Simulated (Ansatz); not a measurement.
Two structures of BNH$_{4}$OF$_{2}$, singlet, reached by relaxing down either side of one saddle point (PBE0-D4/def2-TZVP). Energies are electronic, without zero-point energy. Computed with Ansatz 0.2.0 (basis: def2-TZVPP and def2-QZVPP); correlated methods freeze the cores. Extrapolation: Hartree–Fock as exp(−7.88 √X), correlation as X^−2.97. First:

```csv
atom,x (Å),y (Å),z (Å)
B1,-0.0238,0.4119,-0.7343
N2,1.3642,0.4623,-0.6641
F3,-0.6510,-0.5734,-1.3805
F4,-0.7792,1.4053,-0.2601
H5,-1.3740,-1.5033,0.9564
O6,-0.8683,-0.9132,1.5213
H7,1.8465,1.1770,-0.1512
H8,1.9421,-0.2927,-0.9841
H9,-1.4564,-0.1740,1.6966
```

Second:

```json
{"atom": "B1", "x (Å)": "-0.5663", "y (Å)": "0.1392", "z (Å)": "-0.2360"}
{"atom": "N2", "x (Å)": "1.0622", "y (Å)": "-0.0959", "z (Å)": "-0.0297"}
{"atom": "F3", "x (Å)": "-0.8926", "y (Å)": "-0.6607", "z (Å)": "-1.3173"}
{"atom": "F4", "x (Å)": "-0.6812", "y (Å)": "1.4817", "z (Å)": "-0.5525"}
{"atom": "H5", "x (Å)": "1.2372", "y (Å)": "-1.0711", "z (Å)": "0.1902"}
{"atom": "O6", "x (Å)": "-1.0818", "y (Å)": "-0.2571", "z (Å)": "1.0179"}
{"atom": "H7", "x (Å)": "1.3915", "y (Å)": "0.4782", "z (Å)": "0.7396"}
{"atom": "H8", "x (Å)": "1.5652", "y (Å)": "0.1535", "z (Å)": "-0.8748"}
{"atom": "H9", "x (Å)": "-2.0341", "y (Å)": "-0.1677", "z (Å)": "1.0629"}
```

Task: Which bonds change from the first to the second?

Result: BNH₂F₂ ([NH2][B]([F])[F]) + H₂O → BHOF₂ ([OH][B]([F])[F]) + NH₃ (still joined by a long B–N bond); bonds formed: B1–O6, N2–H5; bonds broken: H5–O6; bonds weakened to dative contacts: B1–N2.

Task: Give the saddle point's structure and its height above each. (An estimate is asked for; the value comes from the calculation.)

Result: By the calculation: 70.5 kJ/mol above the first and 131.5 kJ/mol above the second (CCSD(T) at an estimated basis limit (MP2 extrapolated from triple and quadruple zeta, plus CCSD(T) − MP2 in triple zeta)).
| atom | x (Å) | y (Å) | z (Å) |
| --- | --- | --- | --- |
| B1 | -0.4143 | 0.4212 | -0.3313 |
| N2 | 1.0501 | -0.0606 | -0.1044 |
| F3 | -1.0242 | -0.1826 | -1.3926 |
| F4 | -0.6070 | 1.7537 | -0.2180 |
| H5 | 0.2376 | -0.5955 | 0.8645 |
| O6 | -0.8829 | -0.3147 | 1.0139 |
| H7 | 1.7172 | 0.6525 | 0.1552 |
| H8 | 1.4339 | -0.6500 | -0.8293 |
| H9 | -1.5103 | -1.0240 | 0.8420 |

No T1 diagnostic of these runs exceeds 0.011.

The step is the kind of ligand exchange by which a precursor binds to a hydroxyl group, or is hydrolysed, in atomic layer deposition of oxides.

Labels in which every atom is bracketed show which atoms are joined, not bond orders.

For scale, one of the runs: CCSD(T)/def2-TZVPP, 211 basis functions, launched by `ansatz run in.yaml --threads 4 --pin off --events-out ev --progress --plain --max-ram 9574MiB`. The run took 2.2 min on 4 CPU threads of an AMD EPYC (shared host), with 3.4 GiB of host memory at its peak.
